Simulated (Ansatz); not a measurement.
Reaction (ligand exchange at a Ge–C bond): `C[CH2][GeH2][NH2]` + H–F → `[NH2][GeH2][F]` + `CC`

Calculated with Ansatz (gas phase, PBE0-D4/def2-TZVP geometries, no zero-point term in ΔE). CBS: MP2 limit from def2 TZ/QZ plus the TZ coupled-cluster correction, frozen cores. This one scheme is used for every species. DFT in def2-TZVPP. B3LYP here is the variant with VWN-RPA as its local correlation; programs differ in this. HSE06 is defined as in plane-wave codes. For Ge outer-core shells are correlated without core-valence functions, which leaves a few kJ/mol of doubt a bond. Scalar relativity is left out up to krypton. Each species was taken in one conformer, which may not be the lowest.

```csv
level,ΔE (kJ/mol),difference from CCSD(T)/CBS
LDA (SPW92),-90.8,-0.5
PBE-D4,-95.1,-4.8
revPBE-D4,-92.2,-1.9
BLYP-D4,-105.1,-14.8
r2SCAN-D4,-105.3,-15.0
PBE0-D4,-94.1,-3.8
B3LYP-D4,-104.6,-14.3
r2SCANh-D4,-103.7,-13.4
r2SCAN0-D4,-101.7,-11.4
HSE06-D4,-94.0,-3.7
BHLYP-D4,-108.0,-17.7
ωB97X-V,-105.7,-15.4
ωB97M-V,-101.8,-11.5
PBE-QIDH,-96.5,-6.2
PBE,-101.9,-11.6
revPBE,-105.5,-15.2
BLYP,-118.3,-28.0
r2SCAN,-107.3,-17.0
PBE0,-100.2,-9.9
B3LYP,-115.3,-25.0
r2SCANh,-105.9,-15.6
r2SCAN0,-104.1,-13.8
BHLYP,-117.2,-26.9
CAM-B3LYP,-116.1,-25.8
LC-ωPBE,-105.8,-15.5
RPA@PBE/def2-TZVPP,-92.7,-2.4
HF/def2-SVP,-131.1,-40.8
MP2/def2-SVP,-112.6,-22.3
CCSD/def2-SVP,-115.6,-25.3
CCSD(T)/def2-SVP,-113.4,-23.1
HF/def2-TZVPP,-127.4,-37.1
MP2/def2-TZVPP,-90.4,-0.1
SCS-MP2/def2-TZVPP,-99.7,-9.4
CCSD/def2-TZVPP,-96.4,-6.1
CCSD(T)/def2-TZVPP,-93.1,-2.8
HF/def2-QZVPP,-129.9,-39.6
SCS-MP2/def2-QZVPP,-99.3,-9.0
HF/CBS(def2),-130.2,-39.9
MP2/CBS(def2),-87.7,2.6
CCSD/CBS(def2),-93.6,-3.3
CCSD(T)/CBS,-90.3,0
```

(1) What do rigid-rotor, harmonic-oscillator terms from PBE0-D4/def2-TZVP frequencies (298.15 K, 1 bar) make of the CCSD(T)/CBS value? (Estimate.)

Largest T1 diagnostic among the species: 0.011.

Answers

(1) Ansatz gave: ΔZPE = +6.8 kJ/mol, ΔH = -86.9 kJ/mol, ΔS = 1 J/(mol·K), ΔG = -87.3 kJ/mol.

At CCSD(T), def2-SVP lies −23.1 kJ/mol from the extrapolated value and def2-TZVPP −2.8 kJ/mol. From r2SCAN to r2SCAN0 (25 % exact exchange), in def2-TZVPP and without D4, ΔE moves by +3.2 kJ/mol. Leaving LDA and LC-ωPBE aside and taking each functional with its dispersion term where it has one, the values, not all of them listed here, spread over 20.9 kJ/mol, from B97M-V to revPBE-D4. LDA lies +11.2 kJ/mol from PBE without D4.

CCSD(T)/CBS has its own doubt, a few kJ/mol and more with outer-core shells, so smaller differences from it don't rank the levels.
